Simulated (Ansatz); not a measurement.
Consider the atomization: `C/C(F)=[CH]/[GeH3]` → 3 C• + F• + Ge• + 7 H•.

Program: Ansatz. Geometries: PBE0-D4/def2-TZVP. ΔE: electronic, gas phase. CBS: MP2 limit from def2 TZ/QZ plus the TZ coupled-cluster correction, frozen cores. This one scheme is used for every species, atoms too. Functionals use def2-TZVPP. B3LYP here is the variant with VWN-RPA as its local correlation; programs differ in this. HSE06 is defined as in plane-wave codes. No spin–orbit coupling; open shells (•) take unrestricted orbitals. Spin–orbit coupling would lower the free atoms: a little for C, F; clearly for Ge. For Ge outer-core shells are correlated without core-valence functions, so the limit isn't a true one: a few kJ/mol of doubt a bond, and 10 to 20 or more in all where bonds break to atoms. Scalar relativity is left out up to krypton.

What is ΔE at CCSD(T)/CBS? (Estimate.)

Computed: +1055.4 kcal/mol.

What do these levels give: r2SCAN-D4, r2SCAN0-D4, HSE06-D4, ωB97X-V, PBE-QIDH, revPBE, r2SCAN, PBE0, B3LYP, CCSD/def2-SVP, MP2/def2-QZVPP, HF/CBS(def2)? (Best estimate.)

Ansatz gave: r2SCAN-D4 1059.3, r2SCAN0-D4 1044.1, HSE06-D4 1058.6, ωB97X-V 1058.0, PBE-QIDH 1051.2, revPBE 1032.5, r2SCAN 1058.0, PBE0 1053.6, B3LYP 1044.7, CCSD/def2-SVP 998.0, MP2/def2-QZVPP 1058.3, HF/CBS(def2) 777.9 kcal/mol.

Largest T1 diagnostic among the species: 0.012.

The D4 term adds +8.5 kcal/mol with B3LYP and +4.5 kcal/mol with PBE0; it sums over pairs of atoms, weighted by their polarisabilities, and B3LYP, whose exchange is more repulsive, gets the larger term. Leaving LDA and LC-ωPBE aside and taking each functional with its dispersion term where it has one, the values, not all of them listed here, spread over 50.2 kcal/mol, from BHLYP-D4 to PBE-D4. LDA lies +140.7 kcal/mol from PBE without D4, its usual overbinding. At CCSD(T), def2-SVP lies −46.6 kcal/mol from the extrapolated value and def2-TZVPP −21.6 kcal/mol: correlation converges slowly with the basis, and small sets miss more of it in the bonded molecule than in its fragments.

For atomizations the MP2-based limit and the directly extrapolated one differ by several kJ/mol either way, and by 10 to 25 for some Ge, Se and Sn compounds, so smaller differences from it don't rank the levels.
